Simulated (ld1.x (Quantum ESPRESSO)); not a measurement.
**sulfur (S), TM: configuration errors across variants**

sulfur (S), norm-conserving Troullier–Martins (Kleinman–Bylander form), made with ld1.x (Quantum ESPRESSO) 7.5 (PBE, scalar-relativistic). Core [Ne], reference 3s2 3p4. Waves: 3s (bound): rc 1.50 bohr; 3p (bound): rc 1.45 bohr. Local part: all-electron potential smoothed inside 1.50 bohr (lloc = -1). Core correction: a·sin(br)/r model core inside 1.20 bohr.

All-electron excitation energies from the reference (eV): (1) 3s2 3p3 11.769; (2) 3s2 3p2 34.053; (3) 3s2 3p1 68.094; (4) 3s2 3p0 114.891; (5) 3s1 3p5 10.311; (6) 3s2 3p3.5 4.660; (7) 3s0 3p6 20.740.

A true bound ghost makes a file unfit for plane-wave use even where its test errors are small: the radial tests pick states by their node count and pass the ghost by.

Errors AE − PS in meV (a dash: test not solved or not reliable):

```csv
change,(1),(2),(3),(4),(5),(6),(7),bound ghosts
base,+3.2,+23,+74,+178,-1.4,+0.4,-5.2,none
wave 3p (bound): rc 1.45 bohr becomes 3p (bound): rc 0.92 bohr,+5.0,+28,+85,+207,+14,+1.0,+58,p
wave 3p (bound): rc 1.45 bohr becomes 3p (bound): rc 1.14 bohr,+3.7,+22,+64,+131,+1.3,+0.7,+7.0,none
wave 3p (bound): rc 1.45 bohr becomes 3p (bound): rc 1.32 bohr,+3.3,+22,+71,+164,-0.7,+0.5,-2.4,none
wave 3p (bound): rc 1.45 bohr becomes 3p (bound): rc 1.72 bohr,+3.1,+22,+74,+178,-1.3,+0.4,-5.2,none
wave 3p (bound): rc 1.45 bohr becomes 3p (bound): rc 1.98 bohr,+3.1,+21,+66,+150,-0.2,+0.4,-0.5,none
wave 3p (bound): rc 1.45 bohr becomes 3p (bound): rc 2.12 bohr,+3.0,+20,+58,+123,+0.7,+0.4,+3.3,none
```

Problem. Give the same row for: wave 3p (bound): rc 1.45 bohr becomes 3p (bound): rc 1.54 bohr.

Solution. +3.2, +23, +75, +182, -1.5, +0.4, -6.0; bound ghosts: none.
